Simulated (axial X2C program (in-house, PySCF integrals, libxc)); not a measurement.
## Testing model relations on CaO

A bond curve at the PBE0 level, with spin–orbit coupling, was computed with an in-house all-electron X2C program for linear molecules (integrals from PySCF) (basis Ca dyall-v4z [12s12p6d5f3g], O dyall-v4z [7s6p3d2f1g] (cores contracted in-house)) for the state Ω = 0 (closed shell). Its fit gives Re = 1.7943 Å, ωe = 798.8 cm⁻¹, ωexe = 3.26 cm⁻¹ and αe = 2.506e-03 cm⁻¹; the masses are 39.9626 and 15.9949 u. Two-component means X2C with spin–orbit coupling and atomic mean-field Coulomb and Gaunt terms.

(1) Find the reduced mass, Be and the force constant.

(2) A Morse curve ties αe to the other constants (Pekeris). How well does that hold?

(3) Estimate the centrifugal constant by the Kratzer relation.

(4) Estimate De from a Morse curve and compare with the computed well depth of 4.271 eV to Ca + O.

(5) The dipole moment p changes by 6.14 D/Å at Re. What harmonic infrared intensity follows?

One determinant describes the state; a PBE0 search over occupations chose it and may have missed a lower one. De is counted from the lowest determinant-based energies of the atoms at the same level, without counterpoise correction. In 2c an atomic determinant is not the ground J level, so De misses part of the atomic spin–orbit lowering. This holds for PBE0. The functionals have no current-density term, which raises determinants with orbital currents, atoms included.

Answers

(1) From the PBE0 values: μ = 11.4229 u. Be = 16.8576/(μ Re²) = 0.4584 cm⁻¹. k = 5.8918×10⁻⁷ μ ωe² = 4.29 mdyn/Å.

(2) αe(Morse) = 6Be²/ωe × (√(ωexe/Be) − 1) = 2.631e-03 cm⁻¹; the PBE0 curve gives 2.506e-03 cm⁻¹, a ratio of 1.05.

(3) D = 4Be³/ωe² = 6.04e-07 cm⁻¹.

(4) De(Morse) = ωe²/(4ωexe) = 6.067 eV against 4.271 eV computed, a ratio of 1.42. The extrapolation overshoots: the well softens faster than a Morse curve, or the lowest atomic limit lies below the one to which the curve heads.

(5) I = 42.256 × (dp/dR)²/μ = 140 km/mol.
